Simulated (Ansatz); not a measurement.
Consider the formal exchange of groups at the Al–C bond: `C=[C](S)[AlH][OH]` + `FCCl` → `[OH][AlH][CH2]F` + `C=C(S)Cl`.

Isolated molecules relaxed with PBE0-D4/def2-TZVP in Ansatz; ΔE leaves out vibrations. CCSD(T)/CBS adds triple-zeta CCSD(T) − MP2 to the extrapolated MP2 energy (def2 sets, frozen cores). This one scheme is used for every species. Functionals use def2-TZVPP. HSE06 is defined as in plane-wave codes. One conformer a species, not always the lowest.

Is it downhill or uphill in electronic energy at CCSD(T)/CBS, and by how much? (Best estimate.)

Computed: Uphill: ΔE = +46.0 kJ/mol.

What do these levels give: PBE0-D4, HSE06-D4, ωB97X-V, PBE-QIDH, PBE0, RPA@PBE/def2-TZVPP, HF/def2-SVP, CCSD/def2-SVP, SCS-MP2/def2-TZVPP, CCSD/def2-TZVPP, SCS-MP2/def2-QZVPP, CCSD/CBS(def2)? (Best estimate.)

The calculation gave: PBE0-D4 46.0, HSE06-D4 46.1, ωB97X-V 44.3, PBE-QIDH 48.1, PBE0 44.9, RPA@PBE/def2-TZVPP 47.1, HF/def2-SVP 53.7, CCSD/def2-SVP 44.2, SCS-MP2/def2-TZVPP 46.3, CCSD/def2-TZVPP 48.0, SCS-MP2/def2-QZVPP 45.2, CCSD/CBS(def2) 45.7 kJ/mol.

Largest T1 diagnostic among the species: 0.013.

In def2-TZVPP, CCSD(T) changes the Hartree–Fock value by −5.2 kJ/mol (the triples alone add +0.3 kJ/mol) and MP2 by −6.4 kJ/mol. From BLYP to BHLYP (50 % exact exchange), in def2-TZVPP and without D4, ΔE moves by +7.2 kJ/mol.
